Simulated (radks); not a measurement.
Results of a calculation; reference values are marked as such.
Question: Sr4+, 34 electrons, occupied as [Ar] 3d10 4s2 4p4. Level of theory: Dirac Kohn-Sham, BLYP, spin-unpolarised, spherical densities, finite nucleus; open shells fill j = l - 1/2 first; Fermi nuclear charge, rms radius 4.224 fm (a radial shooting solver on a logarithmic mesh with Libxc functionals). Some entries of the table are withheld. Estimate them.

orbital  occ.  eigenvalue (eV)  <r> (bohr)
1s1/2       2        -15982.89     0.03916
2s1/2       2        -2205.339      0.1722
2p1/2       2        -2011.743         (1)
2p3/2       4        -1943.270         (2)
3s1/2       2        -380.7846         (3)
3p1/2       2        -310.4630      0.4909
3p3/2       4        -299.9409      0.5013
3d3/2       4              (4)         (5)
3d5/2       6              (6)         (7)
4s1/2       2         -83.8780       1.298
4p1/2       2         -65.3270         (8)
4p3/2       2         -63.9201         (9)

Answer: 
(1) 2p1/2 <r> (bohr): 0.1474
(2) 2p3/2 <r> (bohr): 0.1516
(3) 3s1/2 <r> (bohr): 0.4917
(4) 3d3/2 eigenvalue (eV): -176.3993
(5) 3d3/2 <r> (bohr): 0.4945
(6) 3d5/2 eigenvalue (eV): -174.5580
(7) 3d5/2 <r> (bohr): 0.4982
(8) 4p1/2 <r> (bohr): 1.428
(9) 4p3/2 <r> (bohr): 1.454
